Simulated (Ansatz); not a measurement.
C$_{3}$H$_{7}$FSn (`C=C[CH2][SnH2][F]`), relaxed with RKS PBE-D4/def2-SVP in Ansatz from a rough embedded geometry. The force threshold is 0.03 eV/Å; the program also tests the step.

The species carries charge 0 and has multiplicity 1. Sn: def2 effective core potential.

Start:

```xyz
12

C    -0.889    1.167   -1.212
C    -0.436   -0.047   -1.223
C     0.767   -0.408   -0.433
Sn    0.421   -0.501    1.677
F    -1.062   -1.698    2.025
H    -0.481    1.943   -0.532
H    -1.795    1.421   -1.752
H    -0.877   -0.814   -1.845
H     1.086   -1.494   -0.748
H     1.605    0.256   -0.661
H    -0.142    1.140    2.161
H     1.803   -0.966    2.542
```

Question: By how much does the energy fall, and how many steps does the optimiser take? (Best estimate.)

Answer: Ansatz gave: 41.74 kJ/mol, in 12 steps.

Question: Which bonds change most? (Best estimate.)

Answer: The calculation gave: Sn4–H11 from 1.802 to 1.730 Å; C3–H9 from 1.175 to 1.109 Å; C1–C2 from 1.296 to 1.348 Å; C3–Sn4 from 2.140 to 2.190 Å.

Question: Give the relaxed structure. (An estimate is asked.)

Answer: Ansatz gave: 
```xyz
12

C    -0.848    1.266   -1.509
C    -0.522    0.043   -1.048
C     0.767   -0.324   -0.396
Sn    0.460   -0.571    1.758
F    -0.860   -2.027    1.887
H    -0.141    2.111   -1.460
H    -1.834    1.464   -1.956
H    -1.270   -0.768   -1.116
H     1.163   -1.300   -0.743
H     1.553    0.449   -0.526
H    -0.311    0.802    2.474
H     1.842   -1.147    2.635
```
